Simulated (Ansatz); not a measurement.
FGa (SMILES [F][Ga]), singlet, at a GFN2-xTB geometry (such geometries of metal compounds can be far from the true shape); Ansatz (a program for electronic structure) with BLYP/def2-SV(P).

Here is a job for Ansatz.
Ansatz 0.2 input:
```yaml
crystal:
  periodic: [false, false, false]
  atoms:
    - {symbol: Ga, position_ang: [-0.00000000, -0.00000000, -0.40479707]}
    - {symbol: F, position_ang: [0.00000000, 0.00000000, 1.39430103]}
basis:
  gaussian:
    orbitals: def2-SV_P_.json
    point_charges:
      - {charge: -1.0, position_ang: [-0.5516, -3.3130, -1.4868]}
hamiltonian:
  xc: blyp
```
The basis file holds def2-SV(P) in the JSON format of the Basis Set Exchange.

Question: Write the output that Ansatz gives for this input, abridged.

Answer: 
```
Functional definition: BLYP
503 factors; their error is unknown
mean field evaluation 1: about -55086.1184 eV, gradient 4.9e1 eV
mean field evaluation 2: about -54968.1152 eV, gradient 2.3e2 eV
mean field evaluation 4: about -55089.5162 eV, gradient 1.5e1 eV
mean field evaluation 8: about -55089.8276 eV, gradient 4.0e-2 eV
mean field -55089.79665070 eV, -2024.5126857078 hartree, gradient 8.0e-5 eV, S^2 0.000000; 0 other end points of the search recorded, 0 dependent functions left out
reference -55089.79687047 eV, -2024.5126937842 hartree; 20, 20 occupied and 26, 26 virtual orbitals, 503 factors
Total energy: -55089.79687047 eV, -2024.5126937842 hartree
```
